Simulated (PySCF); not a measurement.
Species: C3H13PSi3.
InChI=1S/C3H13PSi3/c4-7-2-5-1-6-3-7/h7H,1-6H2

Computed with PySCF at CAM-B3LYP/def2-SVPD, non-relativistic, on one gas-phase PBE0-D3(BJ)/def2-SVP geometry that isn't relaxed in the solvent. The solvent is an IEF-PCM continuum (Bondi radii, 1.10 Å for H, scaled by 1.2), and excitations are vertical TDDFT with non-equilibrium linear response and a frozen core. Only the electrostatic response of the medium enters.

Gas-phase singlets (H = HOMO, L = LUMO):

```tsv
state	E (eV)	λ (nm)	f	leading configurations
S1	6.416	193	0.007	H→L+2 63%, H→L+7 15%, H→L+4 11%
S2	6.482	191	0.022	H→L 76%, H→L+5 15%
S3	7.062	176	0.221	H→L+1 38%, H→L+3 24%, H→L+6 21%
S4	7.316	169	0.009	H→L+3 34%, H→L+8 14%, H→L+4 14%
S5	7.322	169	0.004	H→L+4 53%, H→L+2 13%, H→L+3 11%
```

Question: What are the lowest 5 singlets in benzene (ε = 2.271)?

Answer: 
```tsv
state	E (eV)	λ (nm)	f	leading configurations	change by rank (eV)
S1	6.430	193	0.013	H→L+2 66%, H→L+7 16%, H→L+4 8%	+0.014
S2	6.514	190	0.044	H→L 78%, H→L+5 14%	+0.032
S3	6.945	179	0.348	H→L+1 38%, H→L+3 27%, H→L+6 16%	-0.117
S4	7.359	168	0.015	H→L+3 34%, H→L+6 14%, H→L+8 13%	+0.043
S5	7.370	168	0.005	H→L+4 59%, H→L+2 11%	+0.048
```

Question: How do the frontier levels move from gas to benzene?

Answer: 
```csv
orbital,gas (eV),solvent (eV),change (eV)
LUMO+2,1.36,1.47,+0.11
LUMO+1,1.29,1.39,+0.10
LUMO,0.80,0.92,+0.12
HOMO,-8.48,-8.44,+0.04
HOMO-1,-9.56,-9.45,+0.11
HOMO-2,-9.56,-9.46,+0.10
HOMO-3,-10.06,-9.96,+0.10
```

The HOMO–LUMO gap goes from 9.28 to 9.36 eV.
